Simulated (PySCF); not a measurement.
BaF2, SMILES [F][Ba][F].

Geometry optimised at B3LYP-D3(BJ)/def2-TZVP. The isomer is the one that the SMILES or the coordinates give; other isomers of the formula were not compared. The def2 effective core potentials stand for the cores of Ba; spin–orbit coupling is left out.

Method: PySCF 2.14.0 with TDDFT-PBE/def2-TZVPD.

Vertical excitations. The molecule is in vacuum. State labels are in the subgroup C2v.

Task: List the lowest excited states. (Estimate from the structure and the level; the computed values follow.)

Result: 
| state | symmetry | energy (eV) | λ (nm) | f | main pairs |
|---|---|---|---|---|---|
| S1 | B2 | 4.55 | 273 | 0.001 | HOMO→LUMO 100 % |
| S2 | A1 | 4.84 | 256 | 0.002 | HOMO−1→LUMO 100 % |
| S3 | B1 | 4.99 | 249 | 0.006 | HOMO−2→LUMO 100 % |
| S4 | A2 | 5.18 | 239 | 0.000 | HOMO−3→LUMO 100 % |
| S5 | B2 | 5.21 | 238 | 0.018 | HOMO−4→LUMO 100 % |
| S6 | A1 | 5.37 | 231 | 0.007 | HOMO−5→LUMO 100 % |
| S7 | A2 | 5.73 | 216 | 0.000 | HOMO→LUMO+1 100 % |
| S8 | B2 | 5.76 | 215 | 0.000 | HOMO→LUMO+2 100 % |
| S9 | B1 | 6.04 | 205 | 0.000 | HOMO−1→LUMO+1 99 % |
| S10 | A1 | 6.08 | 204 | 0.007 | HOMO−1→LUMO+2 90 % |
| T1 | B2 | 4.52 | 274 | 0 | HOMO→LUMO 100 % |
| T2 | A1 | 4.81 | 258 | 0 | HOMO−1→LUMO 100 % |
| T3 | B1 | 4.96 | 250 | 0 | HOMO−2→LUMO 100 % |
| T4 | A2 | 5.15 | 241 | 0 | HOMO−3→LUMO 100 % |
Triplets are in the Tamm–Dancoff approximation, which puts them higher than full response would, so one can lie above its singlet here.
